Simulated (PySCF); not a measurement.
Vertical excitations of a molecule C3H8Se from TDA-PBE0/def2-SVPD in PySCF, as energy in eV (oscillator strength): 4.69 (0.000), 5.57 (0.053), 5.63 (0.004), 6.29 (0.026), 6.53 (0.011), 6.76 (0.006), 7.12 (0.038), 7.51 (0.124), 7.52 (0.093), 7.62 (0.008). Lowest triplet (TDA): 4.21 eV. Geometry optimised at B3LYP-D3(BJ)/def2-SVP. Other conformers were not sampled.

Task: Pick the molecule that these values belong to.
A) CC[Se]C
B) CCC[SeH]
C) CC(C)[SeH]

Result: A, CC[Se]C
